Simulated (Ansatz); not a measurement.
Relaxation of CH8AlN3 (13 atoms, charge 0, multiplicity 1), to a largest force component of 0.02 eV/Å in at most 50 steps.

Computed with RHF/def2-SVP (Ansatz).

```xyz
13
Properties=species:S:1:pos:R:3
N -2.177 -0.046 0.305
C -1.020 -0.408 1.001
Al 0.614 0.020 -0.054
N 0.983 -0.735 -1.775
N 1.964 1.185 0.678
H -2.174 1.042 0.103
H -2.225 -0.490 -0.626
H -2.623 -0.637 1.035
H -0.963 0.137 2.021
H 0.937 0.050 -2.426
H 0.043 -1.303 -1.967
H 2.346 0.740 1.576
H 2.702 1.255 -0.004
```

Question: Where does it end, and by what steps?

Answer: It converged. The force dipped under the threshold on the way, but the program's further checks kept it going. After 17 steps the energy has fallen by 3.452 eV; H6 moved furthest, 0.84 Å.

| step | energy less start (eV) | largest force component (eV/Å) | accepted |
| --- | --- | --- | --- |
| 0 | 0.0000 | 7.263 | yes |
| 1 | -1.9096 | 3.294 | yes |
| 2 | -2.7790 | 1.667 | yes |
| 3 | -3.0445 | 0.912 | yes |
| 4 | -3.2352 | 0.657 | yes |
| 5 | -3.3479 | 0.455 | yes |
| 6 | -3.3967 | 0.338 | yes |
| 7 | -3.4268 | 0.205 | yes |
| 8 | -3.4398 | 0.124 | yes |
| 9 | -3.4323 | 0.882 | no |
| 10 | -3.4463 | 0.052 | yes |
| 11 | -3.4479 | 0.246 | yes |
| 12 | -3.4494 | 0.094 | yes |
| 13 | -3.4506 | 0.015 | yes |
| 14 | -3.4511 | 0.084 | yes |
| 15 | -3.4514 | 0.067 | yes |
| 16 | -3.4516 | 0.026 | yes |
| 17 | -3.4517 | 0.013 | yes |

```xyz
13
Properties=species:S:1:pos:R:3
N -2.128 -0.181 0.259
C -0.940 0.267 1.082
Al 0.639 0.230 0.131
N 0.268 -0.377 -1.579
N 2.312 0.665 0.582
H -2.838 0.528 0.138
H -1.758 -0.406 -0.663
H -2.589 -1.008 0.612
H -1.271 0.524 2.082
H 0.397 0.240 -2.362
H 0.608 -1.278 -1.869
H 2.600 1.016 1.475
H 3.107 0.589 -0.022
```

Time of the run: 24 s on 2 threads of Arm Neoverse V2, on a shared host, peak memory 0.23 GiB.
